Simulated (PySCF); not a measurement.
C₂H₇BO₄S.
Atom-mapped SMILES: `[CH3:1][S:2](=[O:3])(=[O:4])[CH2:5][B:6]([OH:7])[OH:8]` (hydrogens: H9, H10, H11 on C1; H12, H13 on C5; H14 on O7; H15 on O8)

Structure used (PBE0-D3(BJ)/def2-SVP), in Å, numbered top down from 1:
```
atom  x, y, z in Å
C1    -1.618    0.073    1.021
S2    -0.730   -0.691   -0.322
O3    -1.697   -1.121   -1.321
O4     0.178   -1.691    0.279
C5     0.303    0.603   -0.971
B6     1.483    1.022    0.025
O7     1.949    2.291   -0.083
O8     1.991    0.164    0.931
H9    -2.219   -0.735    1.458
H10   -2.269    0.862    0.623
H11   -0.903    0.461    1.757
H12   -0.336    1.439   -1.287
H13    0.725    0.146   -1.882
H14    2.681    2.445    0.525
H15    1.552   -0.711    0.872
```

Method used: TDDFT CAM-B3LYP/def2-SVPD, vertical, gas phase, core orbitals frozen in the response (PySCF 2.14.0, density-fitted response routines).

Transition dipole moments from the ground state, in atomic units and in the frame of the coordinates above (overall signs are arbitrary), for the states with f of 0.002 or more among the lowest 6:

| state | E (eV) | μx | μy | μz |
| --- | --- | --- | --- | --- |
| S1 | 7.859 | 0.221 | 0.061 | -0.197 |
| S2 | 8.277 | -0.182 | 0.010 | -0.176 |
| S3 | 8.379 | -0.413 | -0.256 | 0.106 |
| S4 | 8.399 | -0.077 | 0.052 | 0.090 |
| S5 | 8.460 | -0.482 | -0.138 | 0.214 |
| S6 | 8.624 | -0.029 | 0.040 | -0.103 |

(1) Work out the oscillator strengths.

(2) Which bond between heavy atoms lies closest to the direction of the S5 transition dipole?

(3) What angle do the transition dipoles of S1 and S2 make?

(4) How is the summed strength of these states shared among x, y and z?

(5) What peak molar absorption coefficient would the strongest computed level give as a lone Gaussian band 0.4 eV wide at half height?

Answers

(1) f = (2/3) ΔE |μ|² with ΔE in hartree (27.2114 eV).

| state | \|μ\|² (au) | \|μ\| (D) | f |
| --- | --- | --- | --- |
| S1 | 0.091 | 0.77 | 0.018 |
| S2 | 0.064 | 0.64 | 0.013 |
| S3 | 0.247 | 1.26 | 0.051 |
| S4 | 0.017 | 0.33 | 0.003 |
| S5 | 0.297 | 1.39 | 0.062 |
| S6 | 0.013 | 0.29 | 0.003 |

(2) S2–C5, at 33° from it; next C1–S2 at 51°.

(3) |cos θ| = |μa·μb| / (|μa| |μb|) = 0.06, so θ ≈ 86° (taken between 0 and 90°, since the signs are arbitrary).

(4) (2/3) Σ ΔE μα² gives 0.101 for x, 0.019 for y and 0.029 for z, 0.149 in all.

(5) ε(max) = 2.175×10⁸ f / FWHM, with the width in cm⁻¹. S5: 2.175×10⁸ × 0.0616 / 3226 ≈ 4200 L mol⁻¹ cm⁻¹.

One conformer stands for the species.
